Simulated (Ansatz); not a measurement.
`C[O][GeH2][CH3]` + H₂Se → `[CH3][GeH2][SeH]` + CH₃OH at 600 K and 1 bar (ligand exchange at a Ge–O bond).

Program: Ansatz. Geometries: PBE0-D4/def2-TZVP. ΔE: electronic, gas phase. CCSD(T)/CBS is the MP2 limit (def2-TZVPP, def2-QZVPP) plus CCSD(T) − MP2 in def2-TZVPP, frozen cores. This one scheme is used for every species. For Ge, Se outer-core shells are correlated without core-valence functions, which leaves a few kJ/mol of doubt a bond. Scalar relativity is left out up to krypton. Each species was taken in one conformer, which may not be the lowest.

```json
{"species": "`C[O][GeH2][CH3]`", "CCSD(T)/CBS energy (Eh)": "-2232.21365", "H − E (kJ/mol)": "309.9", "S (J/(mol·K))": "444.1"}
{"species": "H₂Se", "CCSD(T)/CBS energy (Eh)": "-2401.89790", "H − E (kJ/mol)": "57.0", "S (J/(mol·K))": "244.8"}
{"species": "`[CH3][GeH2][SeH]`", "CCSD(T)/CBS energy (Eh)": "-4518.50643", "H − E (kJ/mol)": "213.0", "S (J/(mol·K))": "420.0"}
{"species": "CH₃OH", "CCSD(T)/CBS energy (Eh)": "-115.61712", "H − E (kJ/mol)": "163.6", "S (J/(mol·K))": "277.3"}
```

H − E and S are ideal-gas, rigid-rotor, harmonic terms from PBE0-D4/def2-TZVP, for one conformer and one mirror image of each species. 1 Eh = 2625.50 kJ/mol, R = 8.31446 J/(mol·K).

Q: By hand: ΔE, ΔH, ΔS and ΔG.

A: ΔE = (-4518.50643) + (-115.61712) − (-2232.21365) − (-2401.89790) = -0.01200 Eh = -31.5 kJ/mol. Δ(H − E) = 213.0 + 163.6 − 309.9 − 57.0 = 9.7, so ΔH = -21.8 kJ/mol. ΔS = 420.0 + 277.3 − 444.1 − 244.8 = 8.4 J/(mol·K). ΔG = -21.8 − 600 × (8.4)/1000 = -26.8 kJ/mol.

Q: By hand: the equilibrium constant, and the temperature at which ΔG would vanish if ΔH and ΔS stayed fixed.

A: log₁₀ K = −ΔG/(RT ln 10) = 2.3. ΔH and −TΔS have one sign here, so there is no such temperature.

The number of gas molecules stays the same, so ΔS is small and ΔH decides. A doubt of 5 kJ/mol in ΔE shifts log₁₀ K by 0.4 here. Other conformers and mirror images would add mixing entropy, several J/(mol·K) or more a flexible species. These are equilibria of isolated gas molecules and say nothing of rates. Largest T1 diagnostic: 0.011 (customary marks: 0.02 for closed shells, 0.045 for open ones).

ΔS is within the doubt of such terms, so its sign, and with it that verdict, could turn.
